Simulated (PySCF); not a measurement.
TDDFT excited states: C8H4N2

Compound: isophthalonitrile, C8H4N2.
Structure used (GFN2-xTB), in Å, numbered top down from 1:
```xyz
14
C8H4N2 angstrom
N     -2.679    2.651   -0.529
C     -1.927    1.804   -0.358
C     -1.002    0.752   -0.146
C     -1.466   -0.532    0.146
C     -0.563   -1.559    0.353
C      0.798   -1.320    0.274
C      1.261   -0.036   -0.020
C      2.654    0.210   -0.102
N      3.780    0.405   -0.168
C      0.363    1.007   -0.231
H     -2.529   -0.713    0.206
H     -0.921   -2.552    0.579
H      1.509   -2.117    0.434
H      0.722    2.000   -0.459
```

Method used: TDDFT PBE0/def2-SVPD, vertical, gas phase, core orbitals frozen in the response (PySCF).

```tsv
state	λ (nm)	E (eV)	f	|μ| (D)	symmetry	main configurations (H = HOMO, L = LUMO)
S1	250.3	4.95	0.0024	0.35	B1 or B2	H-1→L (55%), H→L+1 (44%)
S2	226.4	5.48	0.115	2.35	A1	H→L (84%), H-1→L+1 (14%)
S3	202.2	6.13	0.834	5.99	B1 or B2	H→L+1 (49%), H-1→L (40%)
S4	196.8	6.30	0.203	2.91	A1	H-1→L+1 (82%), H→L (13%)
S5	196.6	6.31	0.0000	0.02	–	H-2→L (82%), H-3→L+1 (13%)
S6	195.7	6.34	0.0000	0.00	–	H-3→L (76%), H-2→L+1 (19%)
```

Triplets, Tamm–Dancoff:

| state | E (eV) | λ (nm) | main configurations (H = HOMO, L = LUMO) |
| --- | --- | --- | --- |
| T1 | 3.60 | 344.5 | H→L (75%), H-1→L+1 (21%) |
| T2 | 4.24 | 292.6 | H-1→L (71%), H→L+1 (28%) |

The lowest singlet lies at 4.95 eV (250 nm, ultraviolet) and is very weak; its leading configuration is HOMO-1→LUMO (55%). The strongest level in the table is S3 at 6.13 eV (202 nm, f = 0.834). S4/S5 lie within about 0.01 eV of each other. Löwdin shares by element: HOMO carbon 57% or more (atoms not listed hold the other 43%); LUMO carbon 61% or more (atoms not listed hold the other 39%). The oscillator strengths of these states sum to 1.154; summed over the whole spectrum of an exact calculation they would give the number of electrons, 66 (Thomas–Reiche–Kuhn). Weighted by f, the mean energy of these states is 6.09 eV. The listed states span 1.38 eV, and the widest gap between neighbours is 0.66 eV (S2 to S3). Symmetry labels in C2v follow from the direction of the transition dipole and are given only for states with f of 0.002 or more; B1 and B2 swap with the choice of axes. Singlets were solved by full linear response, triplets in the Tamm–Dancoff approximation.
